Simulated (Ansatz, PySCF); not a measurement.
This Ansatz (a first-principles code) input computes a CAM-B3LYP/def2-TZVPD energy:

Ansatz 0.2 input:
```yaml
crystal:
  periodic: [false, false, false]
  atoms:
    - {symbol: N, position_ang: [1.15580847, -0.31373315, -0.31237443]}
    - {symbol: Si, position_ang: [-0.46273495, 0.16813804, 0.16347789]}
    - {symbol: H, position_ang: [1.16009568, -1.03632747, -1.03690724]}
    - {symbol: H, position_ang: [-1.09165965, -0.96420542, 0.89488048]}
    - {symbol: H, position_ang: [-1.30705422, 0.50029215, -1.01420996]}
    - {symbol: H, position_ang: [-0.37375183, 1.34244013, 1.05416726]}
basis:
  gaussian:
    orbitals: def2-TZVPD
hamiltonian:
  xc: {name: CAM-B3LYP}
magnetization: {spin_polarized: true, initial_magnetization: 1}
output: {forces: true}
```

### Question
Write an input for the same energy in PySCF and say what it gives.

### Answer

```python
from pyscf import gto, scf, dft

mol = gto.M(
    atom='''
    N     1.15580847   -0.31373315   -0.31237443
    Si   -0.46273495    0.16813804    0.16347789
    H     1.16009568   -1.03632747   -1.03690724
    H    -1.09165965   -0.96420542    0.89488048
    H    -1.30705422    0.50029215   -1.01420996
    H    -0.37375183    1.34244013    1.05416726
    ''',
    basis='def2-tzvpd',
    charge=0,
    spin=1,
    verbose=4,
)

mf = dft.UKS(mol, xc='camb3lyp').density_fit(auxbasis='def2-universal-jkfit')
mf.grids.level = 3
mf.conv_tol = 1e-9
mf.max_cycle = 100
mf.max_memory = 1500
mf.kernel()
if not mf.converged:
    mf = mf.newton()
    mf.kernel(mf.make_rdm1())
for _ in range(2):
    mo, _, stable, _ = mf.stability(return_status=True)
    if stable:
        break
    mf.kernel(mf.make_rdm1(mo, mf.mo_occ))
mf.analyze()
```
It gives -346.59963 Eh, and Ansatz -346.59958 Eh, a difference of 0.05 mEh, from the treatment of integrals and grids.

It need not be the lowest isomer of its formula.
